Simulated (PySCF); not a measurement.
C4H6OSe, SMILES C=C1OC[C@H]1[SeH]. Atoms are numbered in the order given.

```xyz
12

C      2.4791     0.0547     0.0415
C      1.3648    -0.6648    -0.0521
O      1.1103    -1.9220     0.4244
C     -0.2572    -1.8642    -0.0132
C     -0.0144    -0.4769    -0.6290
Se    -0.9580     1.0716     0.0822
H      2.5097     1.0553    -0.3897
H      3.3597    -0.3429     0.5477
H     -0.4941    -2.6719    -0.7238
H     -0.9576    -1.8827     0.8357
H     -0.0446    -0.4438    -1.7265
H     -2.1167     0.9365    -0.8170
```
Charge 0, spin multiplicity 1.

Geometry optimised at PBE0-D3(BJ)/def2-SVP. The structure was generated by enumeration; whether it is a known compound was not checked. The values are those of a single conformer.

All values below come from PBE0/pcSseg-1 run with PySCF.

GIAO shieldings, no solvent; atoms listed in one row are averaged. δ = σ(ref) − σ: ¹³C against TMS (σ = 186.3 ppm); ¹⁷O against H2O (σ = 334.2 ppm); ⁷⁷Se against Me2Se (σ = 1740.1 ppm); ¹H against TMS (σ = 31.56 ppm), references at their B3LYP-D3(BJ)/def2-TZVP geometries, non-relativistic.

```
nucleus  atoms  count  δ (ppm)
-------  -----  -----  -------
¹³C         C2      1    174.4
¹³C         C1      1     88.4
¹³C         C4      1     83.8
¹³C         C5      1     40.7
¹⁷O         O3      1    167.5
⁷⁷Se       Se6      1     16.3
¹H          H9      1     5.08
¹H          H8      1     4.87
¹H         H10      1     4.79
¹H         H11      1     4.60
¹H          H7      1     4.54
¹H         H12      1     2.79
```
